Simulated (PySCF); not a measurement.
## Frontier orbitals and the lowest excitations

Species: CH9FGe2N2.
Atom-mapped SMILES: `[CH3:1][NH:2][GeH2:3][NH:4][GeH2:5][F:6]` (hydrogens: H7, H8, H9 on C1; H10 on N2; H11, H12 on Ge3; H13 on N4; H14, H15 on Ge5)

Geometry (PBE0-D3(BJ)/def2-SVP, Å), atoms numbered from 1 in this order:
```
atom  x, y, z in Å
C1    -2.306    0.414   -0.291
N2    -0.936    0.122    0.045
Ge3   -0.048   -1.393   -0.437
N4     1.700   -0.814   -0.454
Ge5    2.086    0.951   -0.316
F6     1.425    1.560    1.201
H7    -2.475    1.503   -0.338
H8    -2.544    0.013   -1.290
H9    -3.053   -0.005    0.412
H10   -0.600    0.574    0.891
H11   -0.591   -1.777   -1.828
H12   -0.114   -2.613    0.516
H13    2.396   -1.440   -0.060
H14    3.608    1.114   -0.183
H15    1.436    1.792   -1.413
```

Computed with PySCF 2.14.0, density-fitted response routines, TDDFT B3LYP/def2-SVPD, vertical, gas phase, core orbitals frozen in the response. Relativistic effects, spin–orbit coupling among them, are left out although an element past zinc is present.

Frontier orbitals with the atoms that hold most of them (Löwdin shares over 4%, at most four atoms; ? is withheld):

| orbital | ε (eV) | atoms |
| --- | --- | --- |
| HOMO-3 | -9.50 | N2 14%, F6 12%, Ge5 11%, C1 10% |
| HOMO-2 | -9.11 | Ge5 26%, H14 24%, F6 16%, N4 11% |
| HOMO-1 | -7.45 | N4 60%, Ge3 10%, Ge5 6%, H13 6% |
| HOMO | -6.47 | ? |
| LUMO | ? | ? |
| LUMO+1 | 0.12 | Ge3 24%, Ge5 23%, H14 9%, H15 7% |
| LUMO+2 | 0.22 | Ge5 36%, F6 15%, H15 12%, H14 12% |

Task: Give the leading atoms of the HOMO.

Result: N2 (bonded to C, Ge and H) 57%; C1 (bonded to N and 3 H) 12%; Ge3 (bonded to 2 N and 2 H) 8%; H9 (bonded to C) 6%.

Task: Which atoms hold the LUMO, and with what shares?

Result: Ge3 (bonded to 2 N and 2 H) 23%; Ge5 (bonded to F, N and 2 H) 12%; N4 (bonded to 2 Ge and H) 10%; H13 (bonded to N) 10%. By element: germanium 36%, nitrogen 10% or more, hydrogen 10% or more.

Task: What is the LUMO energy, and the HOMO–LUMO gap?

Result: ε(LUMO) = -0.11 eV; the gap is 6.36 eV (0.2337 hartree).

Task: How does S1 compare with the orbital gap of 6.36 eV?

Result: S1 is at 5.47 eV (f = 0.012), 0.89 eV below the gap, made of HOMO→LUMO (85%), HOMO→LUMO+1 (12%). 

Task: Give energy, strength and leading configuration of S1, S2, S5 and S7, and follow the Löwdin shares of the leading atoms from the occupied to the empty orbital.

Result: 
- S1 (5.47 eV, f 0.012), HOMO→LUMO (85%): N2 57% → at most 10%, C1 12% → at most 10%, Ge3 8% → 23%, Ge5 at most 6% → 12%
- S2 (5.76 eV, f 0.017), HOMO→LUMO+1 (82%): N2 57% → at most 7%, C1 12% → at most 7%, Ge3 8% → 24%, Ge5 at most 6% → 23%
- S5 (6.32 eV, f 0.013), HOMO-1→LUMO (90%): N4 60% → 10%, Ge3 10% → 23%, Ge5 6% → 12%
- S7 (6.63 eV, f 0.0042), HOMO-1→LUMO+1 (88%): N4 60% → at most 7%, Ge3 10% → 24%, Ge5 6% → 23%

Löwdin shares depend on the basis, the more so with diffuse functions.

One conformer stands for the species.
